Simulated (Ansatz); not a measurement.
Basis-set extrapolation for `C=C[Si@@H](O)[Si@@H](O)F` (PBE0-D4/def2-TZVP geometry, frozen core, the Gaussian-basis code of Ansatz). Multiplicity 1, RHF reference.

```
                      def2-TZVPP   def2-QZVPP
                 HF  -907.162767  -907.196963
    MP2 correlation    -1.285555    -1.389596
CCSD(T) correlation    -1.380251      not run
```

Energies in hartree. Use E(X) = E(∞) + A·exp(−7.88·√X) for Hartree–Fock and E(X) = E(∞) + B·X^(−2.97) for correlation, with X = 3 and 4, and add CCSD(T) minus MP2 of the smaller set to the MP2 limit.

Question: What is the CCSD(T) energy at the basis-set limit?

Answer: HF limit: -907.196963 + (-0.034196) × 0.13774 = -907.20167. MP2 limit: -1.389596 + (-0.104041) × 0.74074 = -1.46666. Higher-order term: -1.380251 − (-1.285555) = -0.09470. Total: -908.76303 hartree, 5.99 eV below CCSD(T)/def2-TZVPP.
